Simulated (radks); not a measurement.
Q: All-electron atom: Hg32+ in [Kr] 4d10 4f2. All-electron calculation, scalar-relativistic Kohn-Sham, SCAN, spin-unpolarised, spherical densities, finite nucleus; meta-GGA in the generalised Kohn-Sham scheme; Fermi nuclear charge, rms radius 5.4648 fm. Program: a radial shooting solver on a logarithmic mesh with Libxc functionals. Some entries of the table are withheld. Estimate them.

orbital,occ.,eigenvalue (eV),<1/r> (bohr^-1)
1s,2,-84427.35,(1)
2s,2,-15977.24,22.90
2p,6,-13940.15,20.28
3s,2,-4714.689,8.534
3p,6,-4121.609,7.764
3d,10,-3499.849,(2)
4s,2,-1872.662,3.873
4p,6,-1663.652,3.558
4d,10,-1421.869,3.293
4f,2,(3),(4)

A: 
(1) 1s <1/r> (bohr^-1): 97.53
(2) 3d <1/r> (bohr^-1): 7.284
(3) 4f eigenvalue (eV): -1170.908
(4) 4f <1/r> (bohr^-1): 3.040
